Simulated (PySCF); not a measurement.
PySCF input (HF/def2-TZVPD):

```python
from pyscf import gto, scf, dft

mol = gto.M(
    atom='''
    Sb   -0.61153293   -0.48845125    0.87283156
    I    -1.01210683    1.89001114   -0.40903937
    I     1.60056305   -1.41999201   -0.43085515
    ''',
    basis='def2-tzvpd',
    ecp='def2-tzvp',
    charge=0,
    spin=1,
    verbose=4,
)

mf = scf.UHF(mol).density_fit(auxbasis='def2-universal-jkfit')
mf.conv_tol = 1e-9
mf.max_cycle = 100
mf.max_memory = 1500
mf.kernel()
if not mf.converged:
    mf = mf.newton()
    mf.kernel(mf.make_rdm1())
for _ in range(2):
    mo, _, stable, _ = mf.stability(return_status=True)
    if stable:
        break
    mf.kernel(mf.make_rdm1(mo, mf.mo_occ))
mf.analyze()
```

End of the output:

```
Extra cycle  E= -832.674255821013  delta_E= -2.21e-11  |g|= 1.85e-06  |ddm|= 7.93e-06
converged SCF energy = -832.674255821013  <S^2> = 0.76748252  2S+1 = 2.0174068
uhf_internal: lowest eigs of H = [0.14922609 0.15122991 0.18227846]
<class 'pyscf.df.df_jk.DFUHF'> wavefunction is stable in the internal stability analysis
**** SCF Summaries ****
Total Energy =                        -832.674255821013048
Nuclear Repulsion Energy =             301.226531652566109
One-electron Energy =                -2056.218454989299062
Two-electron Energy =                  922.317667515719904
Two-electron Coulomb Energy =          983.164164079981333
DFT Exchange-Correlation Energy =      -60.846496564261429
HOMO-LUMO gap [eV] =                     8.415170206822511
**** MO energy ****
                             alpha | beta                alpha | beta
MO #1   energy= -7.73851651718517  | -7.73828860378579  occ= 1 | 1
MO #2   energy= -7.73851545889669  | -7.73828731494395  occ= 1 | 1
MO #3   energy= -6.58913331569412  | -6.58409947873544  occ= 1 | 1
MO #4   energy= -5.59056253205372  | -5.59124315608207  occ= 1 | 1
MO #5   energy= -5.59056141439515  | -5.59124182950271  occ= 1 | 1
MO #6   energy= -5.58487486535879  | -5.58415315212484  occ= 1 | 1
MO #7   energy= -5.58487409596198  | -5.58415192692583  occ= 1 | 1
MO #8   energy= -5.58419353201207  | -5.58358183792818  occ= 1 | 1
MO #9   energy= -5.58419248942984  | -5.58358091615392  occ= 1 | 1
MO #10  energy= -4.65881997130191  | -4.65612174897988  occ= 1 | 1
MO #11  energy= -4.65652782211486  | -4.65405070528173  occ= 1 | 1
MO #12  energy= -4.65387025496945  | -4.64450288978319  occ= 1 | 1
MO #13  energy= -2.28600264340742  | -2.28619810218909  occ= 1 | 1
MO #14  energy= -2.28599131353119  | -2.28619470937657  occ= 1 | 1
MO #15  energy= -2.28315579529582  | -2.28307662171858  occ= 1 | 1
MO #16  energy= -2.28315329201923  | -2.28307633090538  occ= 1 | 1
MO #17  energy= -2.28275731087273  | -2.28285979176039  occ= 1 | 1
MO #18  energy= -2.28275661057589  | -2.28285411422466  occ= 1 | 1
MO #19  energy= -2.2758069352765   | -2.27523373679065  occ= 1 | 1
MO #20  energy= -2.27580360379974  | -2.27523350819505  occ= 1 | 1
MO #21  energy= -2.27580319732181  | -2.27522524031512  occ= 1 | 1
MO #22  energy= -2.27579949807806  | -2.27522342944768  occ= 1 | 1
MO #23  energy= -1.68659265742181  | -1.68620502768065  occ= 1 | 1
MO #24  energy= -1.68641051060364  | -1.68464575412208  occ= 1 | 1
MO #25  energy= -1.68515852121513  | -1.67841039879323  occ= 1 | 1
MO #26  energy= -1.68270232081334  | -1.67588371045208  occ= 1 | 1
MO #27  energy= -1.68243237810648  | -1.67511303522142  occ= 1 | 1
MO #28  energy= -0.917459511296124 | -0.90850247882195  occ= 1 | 1
MO #29  energy= -0.885514885572009 | -0.884154465876954 occ= 1 | 1
MO #30  energy= -0.709073658039455 | -0.648298057930771 occ= 1 | 1
MO #31  energy= -0.446880871853677 | -0.443741022062558 occ= 1 | 1
MO #32  energy= -0.432041548298148 | -0.418713369322837 occ= 1 | 1
MO #33  energy= -0.423540724655639 | -0.392349434828588 occ= 1 | 1
MO #34  energy= -0.386440263678349 | -0.373969119238563 occ= 1 | 1
MO #35  energy= -0.368824468632631 | -0.36822785258996  occ= 1 | 1
MO #36  energy= -0.367722838714012 | -0.363115287846259 occ= 1 | 1
MO #37  energy= -0.320843301552062 | -0.0115914978902607 occ= 1 | 0
MO #38  energy= 0.00473548883052821 | 0.0162362102189091 occ= 0 | 0
MO #39  energy= 0.0181378651990256 | 0.025645716843619  occ= 0 | 0
MO #40  energy= 0.0505765229140609 | 0.0518509945730484 occ= 0 | 0
MO #41  energy= 0.0526995796533197 | 0.05434657428786   occ= 0 | 0
MO #42  energy= 0.0557661504777079 | 0.0575293486068823 occ= 0 | 0
MO #43  energy= 0.0621130134593898 | 0.0628553152703991 occ= 0 | 0
MO #44  energy= 0.0650642732441346 | 0.06548516851931   occ= 0 | 0
MO #45  energy= 0.0706436278466426 | 0.0707877908980468 occ= 0 | 0
MO #46  energy= 0.0812060949937274 | 0.0888389232553779 occ= 0 | 0
MO #47  energy= 0.127986728096131  | 0.131836596471041  occ= 0 | 0
MO #48  energy= 0.129058556365589  | 0.137490343102296  occ= 0 | 0
MO #49  energy= 0.146899030473364  | 0.15248603725213   occ= 0 | 0
MO #50  energy= 0.149548700397956  | 0.153305708586016  occ= 0 | 0
MO #51  energy= 0.150819094997145  | 0.158276042893902  occ= 0 | 0
MO #52  energy= 0.178592015269494  | 0.18283082541115   occ= 0 | 0
MO #53  energy= 0.181040710975378  | 0.184482418536825  occ= 0 | 0
MO #54  energy= 0.18259278508817   | 0.185018836351811  occ= 0 | 0
MO #55  energy= 0.195503391257957  | 0.196489849195232  occ= 0 | 0
MO #56  energy= 0.198206787718399  | 0.204066270984891  occ= 0 | 0
MO #57  energy= 0.200315534000904  | 0.213939258920942  occ= 0 | 0
MO #58  energy= 0.210474525694092  | 0.214576272657347  occ= 0 | 0
MO #59  energy= 0.224754057399475  | 0.224940325914649  occ= 0 | 0
MO #60  energy= 0.226934953137024  | 0.22987893180754   occ= 0 | 0
MO #61  energy= 0.237940595927131  | 0.239699421048538  occ= 0 | 0
MO #62  energy= 0.24018890097638   | 0.240385903457478  occ= 0 | 0
MO #63  energy= 0.240359523497057  | 0.241797007587838  occ= 0 | 0
MO #64  energy= 0.259603828010437  | 0.275213592929764  occ= 0 | 0
MO #65  energy= 0.322861548140884  | 0.326202698472826  occ= 0 | 0
MO #66  energy= 0.336483206156729  | 0.338551191755188  occ= 0 | 0
MO #67  energy= 0.371653805014645  | 0.379912592936384  occ= 0 | 0
MO #68  energy= 0.377322878206576  | 0.392329722062635  occ= 0 | 0
MO #69  energy= 0.378547092465687  | 0.393436876776908  occ= 0 | 0
MO #70  energy= 0.384805297507601  | 0.402509878492803  occ= 0 | 0
MO #71  energy= 0.391668882961108  | 0.403823626548663  occ= 0 | 0
MO #72  energy= 0.400014891382468  | 0.407633415431643  occ= 0 | 0
MO #73  energy= 0.40844062616597   | 0.420473502688966  occ= 0 | 0
MO #74  energy= 0.435723528522783  | 0.435875546207481  occ= 0 | 0
MO #75  energy= 0.459028660331249  | 0.460260517136414  occ= 0 | 0
MO #76  energy= 0.464705067063156  | 0.468618232068969  occ= 0 | 0
MO #77  energy= 0.488985582775257  | 0.493046215942466  occ= 0 | 0
MO #78  energy= 0.49203754761152   | 0.494569869408828  occ= 0 | 0
MO #79  energy= 0.504624503270297  | 0.506466964187307  occ= 0 | 0
MO #80  energy= 0.516013770120257  | 0.515688041898231  occ= 0 | 0
MO #81  energy= 0.525870933034656  | 0.539910702135605  occ= 0 | 0
MO #82  energy= 0.546827066877078  | 0.555775952909598  occ= 0 | 0
MO #83  energy= 0.5515807888479    | 0.565265692316591  occ= 0 | 0
MO #84  energy= 0.569828277004945  | 0.578256977061925  occ= 0 | 0
MO #85  energy= 0.571865696757599  | 0.586880482464454  occ= 0 | 0
MO #86  energy= 0.619922231538493  | 0.622402892802005  occ= 0 | 0
MO #87  energy= 0.64516089195848   | 0.649626345372135  occ= 0 | 0
MO #88  energy= 0.660355832529418  | 0.667602297972748  occ= 0 | 0
MO #89  energy= 0.865118907817854  | 0.873201438166882  occ= 0 | 0
MO #90  energy= 0.865432846672068  | 0.875315182840723  occ= 0 | 0
MO #91  energy= 0.903306507028034  | 0.922326154385385  occ= 0 | 0
MO #92  energy= 0.91911947412219   | 0.923424593620017  occ= 0 | 0
MO #93  energy= 0.922021603737248  | 0.937294183531047  occ= 0 | 0
MO #94  energy= 0.924635561054145  | 0.942099612813267  occ= 0 | 0
MO #95  energy= 0.929561735775768  | 0.956192275960047  occ= 0 | 0
MO #96  energy= 0.985355129390309  | 1.00280708968537   occ= 0 | 0
MO #97  energy= 1.00245752622149   | 1.01415289855601   occ= 0 | 0
MO #98  energy= 1.01911790259191   | 1.05637219178553   occ= 0 | 0
MO #99  energy= 1.12363652342998   | 1.12442852655341   occ= 0 | 0
MO #100 energy= 1.12965118238119   | 1.13192425275986   occ= 0 | 0
MO #101 energy= 1.12996602845434   | 1.13229097184303   occ= 0 | 0
MO #102 energy= 1.13016481736987   | 1.13271103610465   occ= 0 | 0
MO #103 energy= 1.13113817923434   | 1.1335721777215    occ= 0 | 0
MO #104 energy= 1.13710966084      | 1.13923653674203   occ= 0 | 0
[...]
```

It need not be the lowest isomer of its formula.
